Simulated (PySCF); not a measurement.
HOS, SMILES O[S], multiplicity 2.

Geometry: PBE0-D3(BJ)/def2-TZVPD.

Two levels are set side by side: PBE/def2-TZVPD (PySCF) and B3LYP/def2-TZVPD (PySCF). Same geometry, gas phase. Differences are taken from unrounded values.

| quantity | B3LYP | PBE | PBE minus B3LYP |
|---|---|---|---|
| α-spin orbital gap (eV) | 5.65 | 3.86 | -1.79 |
| β-spin orbital gap (eV) | 2.70 | 0.86 | -1.84 |
| dipole moment (D) | 1.66 | 1.72 | 0.06 |
| mean polarisability (bohr³) | 27.5 | 28.3 | 0.8 |

Rough cost on one machine, each run with all the roots and properties that it gave: B3LYP against PBE within a factor of 2.
